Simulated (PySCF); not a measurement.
Harmonic spectrum computed at B3LYP in the def2-TZVP basis family (core potentials from Rb on, PySCF, no spin–orbit coupling):

| symmetry | ω (cm⁻¹) | IR (km/mol) |
| --- | --- | --- |
| a1 | 308 | 0.0 |
| b2 | 955 | 269 |
| a1 | 1010 | 86.1 |

Problem. Which molecule gave it? In each, all ligands are bound to the one heavy central atom.
A. ZrO₂ (singlet)
B. TiO₂ (singlet)
C. MoO₂ (triplet)
D. SiO₂ (singlet)

Solution. C. It has C2v symmetry with Mo–O 1.697 Å (×2).
